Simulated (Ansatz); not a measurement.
Calculated with Ansatz (gas phase, PBE0-D4/def2-TZVP geometries, no zero-point term in ΔE). CCSD(T)/CBS adds triple-zeta CCSD(T) − MP2 to the extrapolated MP2 energy (def2 sets, frozen cores). def2 core potentials past Kr. For Br, In outer-core shells are correlated without core-valence functions, which leaves a few kJ/mol of doubt a bond. Scalar relativity is left out up to krypton. Each species was taken in one conformer, which may not be the lowest.

Consider the redistribution: `[OH][In]([Br])[Br]` + `[NH2][Al]([SH])[CH2]F` → `[NH2][In]([Br])[Br]` + `[OH][Al]([SH])[CH2]F`.

`[OH][In]([Br])[Br]`:

Cartesian coordinates in Å:
```
O -0.604 0.956 1.121
In 0.334 -0.114 -0.232
Br -0.886 -1.872 -1.423
Br 2.679 0.342 -0.680
H -1.523 0.688 1.214
```

`[NH2][Al]([SH])[CH2]F`:

Z-matrix (Å, degrees):
```
C
F 1 1.404
Al 1 1.977 2 108.8
H 1 1.096 2 107.6 3 122.9
H 1 1.096 2 107.6 3 -122.8
S 3 2.190 1 118.8 2 179.6
N 3 1.759 1 118.8 2 -0.5
H 6 1.344 3 93.5 1 179.8
H 7 1.008 3 122.0 1 0.1
H 7 1.006 3 127.3 1 -180.0
```

`[NH2][In]([Br])[Br]`:

Z-matrix (Å, degrees):
```
N
In 1 2.002
H 1 1.010 2 115.9
H 1 1.010 2 115.9 3 130.9
Br 2 2.449 1 120.7 3 -158.7
Br 2 2.449 1 120.8 3 27.8
```

`[OH][Al]([SH])[CH2]F`:

Z-matrix (Å, degrees):
```
C
F 1 1.393
Al 1 1.973 2 112.2
H 1 1.097 2 108.0 3 -122.9
H 1 1.097 2 108.0 3 122.9
S 3 2.190 1 116.6 2 -179.6
O 3 1.686 1 120.3 2 0.4
H 6 1.344 3 93.9 1 -179.9
H 7 0.954 3 126.5 1 -180.0
```

| species | CCSD(T)/def2-TZVPP energy (Eh) |
| --- | --- |
| `[OH][In]([Br])[Br]` | -5410.76579 |
| `[NH2][Al]([SH])[CH2]F` | -835.26437 |
| `[NH2][In]([Br])[Br]` | -5390.90084 |
| `[OH][Al]([SH])[CH2]F` | -855.14062 |

Q: Work out ΔE.

A: ΔE = (-5390.90084) + (-855.14062) − (-5410.76579) − (-835.26437) = -0.01130 Eh = -29.7 kJ/mol. CCSD(T)/CBS gives -27.9 kJ/mol.

Largest T1 diagnostic among the species: 0.012.

From PBE to PBE0 (25 % exact exchange), in def2-TZVPP and without D4, ΔE moves by −3.1 kJ/mol.
